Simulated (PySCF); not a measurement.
**SrPb from Hartree–Fock to correlated methods**

State: ³Σ⁻ (triplet), unpaired electrons π ↑↑. Set-up: basis Sr def2-SVP with ECP28, Pb def2-SVP with ECP60; scalar-relativistic core potentials; PySCF 2.14. De refers to Sr + Pb in their high-spin ground configurations, without counterpoise correction. The functionals are run spin-unrestricted. A positive dipole means Sr(−)Pb(+). Levels whose curve was spin-contaminated or gave no clean fit are not listed.

```csv
Level,Re (Å),ωe (cm⁻¹),De (eV),μ (D)
ROHF,3.503,70.4,0.283,-4.95
ROHF-MP2,3.246,117,0.91,n/a
ROHF-SCS-MP2,3.282,109,0.76,n/a
ROHF-CCSD,3.291,110,0.87,n/a
ROHF-CCSD(T),3.276,113,0.97,n/a
```

What does second-order correlation do here, going from ROHF to ROHF-MP2?

ROHF-MP2 less ROHF: -25.7 pm in Re, +66.2 % in ωe, +0.63 eV in De. Correlation nearly always deepens the well. The bond shortens, as in weak, metallic or heavy-atom bonds, where dispersion and the correlation of outer-core electrons pull the atoms together.

What does the triples do here, going from ROHF-CCSD to ROHF-CCSD(T)?

ROHF-CCSD(T) less ROHF-CCSD: -1.5 pm in Re, +2.7 % in ωe, +0.10 eV in De. Correlation nearly always deepens the well. The bond shortens, as in weak, metallic or heavy-atom bonds, where dispersion and the correlation of outer-core electrons pull the atoms together.

What does all correlation do here, going from ROHF to ROHF-CCSD(T)?

ROHF-CCSD(T) less ROHF: -22.7 pm in Re, +60.5 % in ωe, +0.69 eV in De. Correlation nearly always deepens the well. The bond shortens, as in weak, metallic or heavy-atom bonds, where dispersion and the correlation of outer-core electrons pull the atoms together.

Correlated steps freeze 4 core orbitals. Correlated levels converge slowly with the basis: in double zeta they bind strong bonds too weakly, by up to about 1 eV, and carry superposition errors of some tenths. These are scalar-relativistic numbers at best; spin–orbit coupling would shift them, the dissociation energy most. The CCSD T1 diagnostic is raised, a sign that a single reference may not be enough here. UHF is strongly spin-contaminated for SrPb, so the ROHF reference used there is far from stable. The state is the lowest determinant that a PBE0 search found; another state may lie lower at other levels.

The whole job (state search and all levels along the bond) took about 3 min on 1 thread of Arm Neoverse V2 (shared host), peak memory 0.6 GiB.
